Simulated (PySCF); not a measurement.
## ZnC⁺: one state, many levels of theory

State: ²Π (doublet), unpaired electrons π ↑. Set-up: Zn 6-31G(d,p), C 6-31G(d,p); no relativity (PySCF 2.14). De refers to Zn⁺ + C in their high-spin ground configurations, without counterpoise correction. The functionals are run spin-unrestricted. A positive dipole points towards C; it is taken about the centre of mass and depends on that origin. Levels whose curve was spin-contaminated or gave no clean fit are not listed.

```tsv
Level	Re (Å)	ωe (cm⁻¹)	De (eV)	μ (D)
ROHF	2.119	455	-0.169	-2.38
ROHF-MP2	2.066	475	1.14	n/a
ROHF-SCS-MP2	2.086	459	1.19	n/a
ROHF-CCSD	2.114	426	1.35	n/a
ROHF-CCSD(T)	2.114	418	1.52	n/a
PBE	2.000	488	2.43	-0.95
revPBE	2.020	473	2.26	-1.01
BP86	2.003	486	2.40	-0.94
TPSSh	2.024	487	2.05	-1.41
PBE0	2.038	467	1.84	-1.23
ωB97X	2.025	474	1.77	-1.61
```

The bond length runs from 2.000 Å (PBE) to 2.119 Å (ROHF). De spans -0.17 eV (ROHF, mean field) to 2.43 eV (PBE, GGA). Correlation at CCSD(T) changes the Hartree–Fock bond energy by +1.69 eV; the triples alone change it by +0.17 eV.

Correlated steps freeze 6 core orbitals. Correlated levels converge slowly with the basis: in double zeta they bind strong bonds too weakly, by up to about 1 eV, and carry superposition errors of some tenths. For an ion De counts to the pair picked by the measured ionisation energies or electron affinities, which need not be the lowest pair at this level. UHF is strongly spin-contaminated for ZnC⁺, so the ROHF reference used there is far from stable. A negative De means that the minimum lies above the separated atoms at that level. The state is the lowest determinant that a PBE0 search found; another state may lie lower at other levels.
